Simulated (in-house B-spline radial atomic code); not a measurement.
Configurations of the tellurium ion Te⁶⁺, with energies counted from [Kr] 4d10. All numbers are computed (scalar-relativistic (X2C) wB97X, spin-polarised, spherical fractional occupations, exact exchange averaged over the configuration; Fermi nucleus of rms radius 4.7423 fm) with an all-electron radial atomic-structure program (B-spline basis), not measured. Shells without spins written out take the highest spin.

Occupations are held fixed; configurations that lie above the ionisation limit could autoionise.

```
             configuration  E - E(ref) (eV)  highest orbital  its <r> (bohr)
              [Kr] 4d9 4f1           70.318            4f up           1.494
              [Kr] 4d9 5d1           71.967            5d up           2.368
[Ar] 3d10 4s2 4p5 4d10 5f1           166.31            5f up           3.326
 [Ar] 3d9 4s2 4p6 4d10 5s1           573.83            5s up            1.71
 [Ar] 3d9 4s2 4p6 4d10 5p1           587.74            5p up             1.9
```

Task: Order these further configurations by energy, lowest first.
A. [Ar] 3d9 4s2 4p6 4d10 4f1
B. [Ar] 3d10 4s2 4p5 4d10 4f1
C. [Ar] 3d9 4s2 4p6 4d10 5f1
D. [Ar] 3d10 4s2 4p5 4d10 5d1
E. [Kr] 4d9 5s1

Result: E (38.665 eV), B (146.1 eV), D (148.11 eV), A (605.41 eV), C (625.64 eV).
